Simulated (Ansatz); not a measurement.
Compare A (`P[SiH]1CN1`) with its isomer B (`C=NP[SiH3]`).

Gas-phase electronic energies from Ansatz, PBE0-D4/def2-TZVP geometries. CBS: MP2 limit from def2 TZ/QZ plus the TZ coupled-cluster correction, frozen cores. Functionals use def2-TZVPP. B3LYP here is the variant with VWN-RPA as its local correlation; programs differ in this. Each species was taken in one conformer, which may not be the lowest.

A:

```xyz
10

P     0.8982   -0.9582   -1.9294
Si   -0.4791   -0.3552   -0.2751
C     0.0158   -0.1086    1.4696
N    -0.1953    1.0973    0.6094
H     1.9036   -0.0571   -1.4909
H     0.3323   -0.0286   -2.8444
H    -1.8724   -0.8025   -0.5226
H    -0.7296   -0.3083    2.2389
H     1.0351   -0.2218    1.8303
H    -0.9086    1.7431    0.9143
```

B:

Z-matrix (Å, degrees):
```
Si
P 1 2.265
H 1 1.487 2 107.3
H 1 1.487 2 109.9 3 118.2
H 1 1.488 2 112.0 3 -121.1
N 2 1.717 1 104.5 3 161.4
H 2 1.417 1 94.3 3 62.9
C 6 1.261 2 123.9 1 48.8
H 8 1.099 6 124.8 2 -6.0
H 8 1.092 6 118.9 2 174.0
```

Task: Which is lower in electronic energy at CCSD(T)/CBS, and by how much? (Estimate.)

Result: The calculation gave: A, by 17.4 kJ/mol.

Task: Give E(B) − E(A) in kJ/mol with BLYP-D4, CCSD(T)/def2-SVP, LDA (SPW92), B3LYP-D4, ωB97M-V, B3LYP, HF/def2-TZVPP. (Estimate.)

Result: The calculation gave: BLYP-D4 -7.1, CCSD(T)/def2-SVP -4.1, LDA (SPW92) 40.5, B3LYP-D4 2.0, ωB97M-V 21.4, B3LYP 4.2, HF/def2-TZVPP -12.4. The order is the other way round with BLYP-D4, CCSD(T)/def2-SVP, HF/def2-TZVPP.

Task: Does the order hold for the free energy at 298.15 K (harmonic terms from PBE0-D4)? (Best estimate.)

Result: Ansatz gave: Yes: G(B) − G(A) = +4.9 kJ/mol, for one conformer each.

Largest T1 diagnostic: 0.015.

Leaving LDA and LC-ωPBE aside and taking each functional with its dispersion term where it has one, the values, not all of them listed here, spread over 37.7 kJ/mol, from BLYP-D4 to PBE-QIDH. LDA lies +19.8 kJ/mol from PBE without D4. From BLYP to BHLYP (50 % exact exchange), in def2-TZVPP and without D4, E(B) − E(A) moves by +11.7 kJ/mol.
